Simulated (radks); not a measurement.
Values are calculated unless marked as measured or tabulated.
Dipole-allowed excitations along the series with 3 electrons in [He] 2s1. Code: a radial shooting solver on a logarithmic mesh with Libxc functionals. Model: non-relativistic Kohn-Sham, PBE, spin-polarised, spherical densities, point nucleus; open shells are filled with parallel spins first. Time-dependent linear response with the Hartree and adiabatic LDA kernel, continuum included through the Sternheimer equations. Lines are the poles of the dipole polarisability below minus the highest occupied eigenvalue, found on a grid refined at the orbital gaps; the lowest seven at most are given, and weak or close lines can be missed. The first line takes the name of the lowest orbital gap if no other gap lies below it; otherwise a line is named after a gap within 0.6 % of it, if that gap stands alone.

species  -e(HOMO) (eV)  lowest orbital gap (eV)  first line (eV)      f  strongest line (eV)  its f  static alpha (bohr^3)
N4+             89.542             2s-2p 10.189   10.997 (2s-2p)  0.236            the first  0.236                  1.531
O5+             128.21             2s-2p 12.205   13.155 (2s-2p)  0.200  80.837 (unassigned)  0.259                 0.9037
F6+             173.69             2s-2p 14.212   15.302 (2s-2p)  0.174  107.68 (unassigned)  0.280                 0.5774
Ne7+            225.97             2s-2p 16.214   17.442 (2s-2p)  0.153  138.30 (unassigned)  0.297                 0.3910
Mg9+            350.95             2s-2p 20.206   21.710 (2s-2p)  0.124  210.89 (unassigned)  0.321                 0.2034
